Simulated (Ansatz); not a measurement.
```yaml
crystal:
  periodic: [true, true, true]
  atoms:
    - {symbol: C, position_ang: [-0.498103, -1.207631, 0.972187]}
    - {symbol: O, position_ang: [0.459603, -0.388882, 0.326803]}
    - {symbol: Si, position_ang: [0.143359, 0.911842, -0.565988]}
    - {symbol: O, position_ang: [1.489688, 1.456325, -1.260073]}
    - {symbol: F, position_ang: [-0.972106, 0.558318, -1.632242]}
    - {symbol: F, position_ang: [-0.454132, 2.093083, 0.289545]}
    - {symbol: H, position_ang: [0.017663, -2.088693, 1.354240]}
    - {symbol: H, position_ang: [-1.278813, -1.527732, 0.276567]}
    - {symbol: H, position_ang: [-0.959402, -0.677613, 1.809788]}
    - {symbol: H, position_ang: [2.135341, 0.819685, -1.567825]}
basis:
  gaussian: {orbitals: ANO-RCC-VTZP, final_grid: {core_spheres: 5, valence_spheres: 4, degree: 11}}
magnetization: {spin_polarized: true, initial_magnetization: 0}
hamiltonian: {xc: {name: r2SCAN0}, dispersion: d4}
```

```sh
$ ansatz run in.yaml --threads 4 --pin off --events-out ev --progress --plain --max-ram 10444MiB
```

Output, abridged:

```
Error: YAML parse error: error: line 2 column 3: crystal: missing field `lattice` (a structure is typed as `lattice` and `atoms`, a molecule's as `atoms` in Å alone, or read from a run's directory, `checkpoint`)
 --> <input>:2:3
1 | crystal:
2 |   periodic: [true, true, true]
3 |   atoms:
4 |     - {symbol: C, position_ang: [-0.498103, -1.207631, 0.972187]}
```

(1) What is wrong with this run?

Answers

(1) The molecule is marked periodic without a cell. The program refused the input.
